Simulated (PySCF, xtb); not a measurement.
C₃H₈FNSi, SMILES CN[Si@H](C=C)F. Other conformers were not sampled.

Harmonic wavenumbers (cm⁻¹) from GFN2-xTB run with xtb at its own minimum, in rising order: 37, 58, 86, 123, 159, 243, 295, 352, 418, 495, 640, 691, 719, 789, 849, 925, 1015, 1033, 1068, 1107, 1170, 1282, 1371, 1422, 1423, 1489, 1500, 1674, 2303, 2922, 2966, 3038, 3041, 3072, 3110, 3461.

What does PySCF with ωB97X-D3(BJ)/def2-SVP give at its own minimum? (An estimate is asked for; the answer gives what the named calculation found.)

74, 92, 137, 172, 195, 311, 322, 412, 488, 542, 695, 791, 845, 868, 921, 1017, 1032, 1055, 1105, 1151, 1181, 1287, 1420, 1428, 1465, 1478, 1511, 1709, 2287, 3036, 3111, 3149, 3151, 3177, 3251, 3645. Paired by order, the mean absolute difference is 62 cm⁻¹ and the zero-point energies are 66.3 and 69.3 kcal/mol.
